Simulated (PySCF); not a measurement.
**Heteronuclear NMR**

Geometry (Å), atoms numbered from 1 in this order:
```xyz
17

C     2.790   -0.038    0.425
O     2.011    1.124    0.410
Si    0.496    1.353    0.935
Cl    0.110    3.213    0.314
C    -0.717    0.167    0.131
C    -0.905   -1.159    0.167
Cl   -0.132   -2.430    1.006
C    -2.054   -1.196   -0.790
C    -1.870    0.340   -0.847
H     2.251   -0.871   -0.029
H     3.697    0.163   -0.144
H     3.054   -0.306    1.450
H     0.411    1.262    2.391
H    -2.999   -1.537   -0.372
H    -1.863   -1.722   -1.724
H    -1.583    0.732   -1.820
H    -2.704    0.915   -0.454
```

- NMR shieldings at PBE0/pcSseg-1/GIAO
- structure optimised with GFN2-xTB
- program: PySCF 2.14
- isolated molecule, non-relativistic, single conformer, equivalent nuclei averaged

Task: Where does 29Si resonate?

Result: 
```json
{"atoms": "Si3", "environment": "silicon bonded to C, Cl, O, H", "σ (ppm)": "373.4", "δ (ppm)": "-26.9"}
```

Shieldings were converted by a linear fit to measured shifts: 29Si: δ = 279.94 − 0.822σ (rms 8.9 ppm, 72 shifts, 25.8 ppm with the 6 outliers that the fit left out vs TMS, solution or neat liquid). A few per cent of atoms miss by over 2 rms, more outside the fitted compound classes.

On a 600 MHz spectrometer 29Si resonates near 119.2 MHz, so 1 ppm is 119.2 Hz.

Task: What are the 17O shifts?

Result: 
| atoms | environment | σ (ppm) | δ (ppm) |
| --- | --- | --- | --- |
| O2 | oxygen bonded to C, Si | 302.8 | -9.1 |

Shieldings were converted by a linear fit to measured shifts: 17O: δ = 266.70 − 0.911σ (rms 10.7 ppm, 155 shifts, 12.2 ppm with the 3 outliers that the fit left out vs liquid water, solution or neat liquid). Occasional misses reach two or three times the rms, and more in compound classes unlike the fitted ones.

On a 400 MHz spectrometer 17O resonates near 54.2 MHz, so 1 ppm is 54.2 Hz.
